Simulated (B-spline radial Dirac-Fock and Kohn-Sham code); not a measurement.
Two-hole binding energies of Xe

System: neutral xenon in the configuration [Kr] 4d10 5s2 5p6.

The computed values come from a radial atomic solver: ΔSCF Dirac-Fock with Breit, self-energy and vacuum polarisation, finite nucleus, configuration average. U is the two-hole binding energy less the two single-hole energies, the effective repulsion of the holes after relaxation. Each two-hole energy is an average over J within one jj subconfiguration.

```
          holes  E(a) (eV)  E(b) (eV)  E(ab) (eV)  U (eV)
           1s⁻²    34563.5    34563.5     70013.5   886.5
   1s⁻¹ 2p1/2⁻¹    34563.5     5107.6     39922.6   251.5
   1s⁻¹ 3d3/2⁻¹    34563.5      689.2     35317.0    64.4
           2s⁻²     5458.9     5458.9     11061.4   143.6
        2p1/2⁻²     5107.6     5107.6     10395.0   179.8
   2p1/2⁻¹ 3s⁻¹     5107.6     1151.4      6318.3    59.3
   2s⁻¹ 3d3/2⁻¹     5458.9      689.2      6212.6    64.6
2p3/2⁻¹ 3p1/2⁻¹     4787.1     1005.5           ?       ?
2p3/2⁻¹ 3d5/2⁻¹     4787.1      676.5      5526.5    62.9
        3p1/2⁻²     1005.5     1005.5      2060.7    49.7
3p1/2⁻¹ 3p3/2⁻¹     1005.5      943.3      1993.4    44.6
        3p3/2⁻²      943.3      943.3      1931.7    45.1
        3d3/2⁻²      689.2      689.2      1428.9    50.6
        5p1/2⁻²      12.54      12.54       35.01     9.9
```

Question: Give the missing two-hole energy and U.

Answer: E(ab) = 5855.7 eV and U = 63.1 eV.
